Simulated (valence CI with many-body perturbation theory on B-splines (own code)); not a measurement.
Results of a calculation; reference values are marked as such.
## Nb: what the settings do

Method: relativistic CI+MBPT: five valence electrons over a frozen Dirac-Fock core [Kr], radial functions for each j: 6 s, 6 p, 5 d, 5 f, 1 g, with the one-electron correlation potential Σ1, the two-electron term Σ2, the three-electron term Σ3, Breit, model QED; selected CI, second order for the rest, scaled by the run's own slope (own B-spline code, finite nucleus).

Set against measurement, 15 paired levels are off by 215 cm⁻¹ on average, the worst by 762. These come from a selection out of the NIST Handbook of Basic Atomic Spectroscopic Data. Levels without a partner in it may be off by more, other configurations by 1,000 to 4,000 cm⁻¹. Among the levels kept, up to 2400 cm⁻¹ of a level comes from second order outside the variational space, and about a tenth of that is noise between levels of different J, which matters for small intervals. Only levels of the ground parity were solved; by the run's estimate the other parity begins above the list, which can be wrong where configurations are misplaced.

The reference run has the lowest level 4d⁴5s ⁶D_1/2 and an ionisation energy of 6.67556 eV. Its largest variational space holds 9997 state functions.

Names give the largest LS component (configuration and term), which can be under half, so a name can repeat, a term be missing and a line seem to break the LS rules; names also repeat where a configuration has a term twice.

Changed runs:
A. correlating orbitals by l 3 3 3 3 1 → 4 4 3 0 0
B. highest l with Σ1, explicit Σ2 and valence Breit (higher l get mean screening factors) 3 → 0
C. factor on the speed of light 1 → 100; QED terms on → off
D. scale of Σ1 1 → 2 (bad on purpose)

Excitation energies of the reference run in cm⁻¹, and shifts in cm⁻¹:

| Level | Reference | C | D |
| --- | --- | --- | --- |
| 4d⁴5s ⁶D_3/2 | 170 | -147 | +31 |
| 4d⁴5s ⁶D_5/2 | 389 | -337 | +134 |
| 4d³5s² ⁴F_3/2 | 398 | +3853 | +3046 |
| 4d⁴5s ⁶D_7/2 | 683 | -661 | +153 |
| 4d³5s² ⁴F_5/2 | 852 | +3490 | +3184 |
| 4d⁴5s ⁶D_9/2 | 1014 | -1007 | +216 |
| 4d³5s² ⁴F_7/2 | 1397 | +2872 | +3197 |
| 4d³5s² ⁴F_9/2 | 2044 | +2185 | +3262 |
| 4d³5s² ⁴P_1/2 | 4967 | +2302 | +1861 |
| 4d³5s² ⁴P_3/2 | 5281 | +2052 | +1987 |
| 4d³5s² ⁴P_5/2 | 5933 | +1416 | +2124 |
| 4d⁴5s ⁴D_1/2 | 8426 | -935 | +243 |
| Ionisation energy (eV) | 6.67556 | -0.33350 | +0.22214 |

Run A ends with another lowest level, 4d³5s² ⁴F_3/2, and an ionisation energy of 6.46521 eV.

Run B ends with another lowest level, 4d³5s² ⁴F_3/2, and an ionisation energy of 7.55746 eV.
